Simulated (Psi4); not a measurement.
disilicic acid (H6O7Si2), singlet, at a GFN2-xTB geometry. Base run: M06-2X/STO-3G in Psi4.

The Psi4 input:
```
memory 2 GB

molecule mol {
0 1
O     2.794806    0.383544    0.452986
Si    1.396571   -0.425781    0.360053
O     1.408270   -1.476048   -0.865582
O     1.178405   -1.214469    1.754064
O     0.206106    0.677754    0.120164
Si   -1.335717    0.527135   -0.326687
O    -1.774083    1.900231   -1.079307
O    -1.431485   -0.798978   -1.270158
O    -2.370535    0.294511    0.896270
H     3.125507    0.821255   -0.325658
H     0.548543   -1.734278   -1.198057
H     1.347391   -0.758419    2.573480
H    -1.173091    2.299273   -1.701459
H    -2.296899   -1.173921   -1.412719
H    -2.495262    0.994772    1.529795
}

set {
  basis sto-3g
  reference rks
}

energy('m06-2x')
print_variables()
```

Variants of this job, named by their change:

```
change                                        ΔE vs base (mEh)  SCF cycles  grid points  basis functions
--------------------------------------------  ----------------  ----------  -----------  ---------------
base                                                     0.000           8       314710               59
scf_type = pk                                            2.501           8       314710               59
diis_max_vecs = 15                                       0.000           8       314710               59
basis_guess = true                                       0.000           7       314710               59
level_shift = 0.3                                        0.000           8       314710               59
dft_radial_points = 150                                 -0.438           8       625025               59
scf_initial_accelerator = none                           0.000           8       314710               59
guess = core                                             0.000          15       314710               59
cholesky_tolerance = 1e-3 (with scf_type cd)            14.278           8       314710               59
dft_pruning_scheme = robust                             -0.006           8       213784               59
d_convergence = 1e-4                                     0.000           7       314710               59
dft_nuclear_scheme = becke                              -0.051           8       312538               59
e_convergence = 1e-8                                     0.000           9       314710               59
```
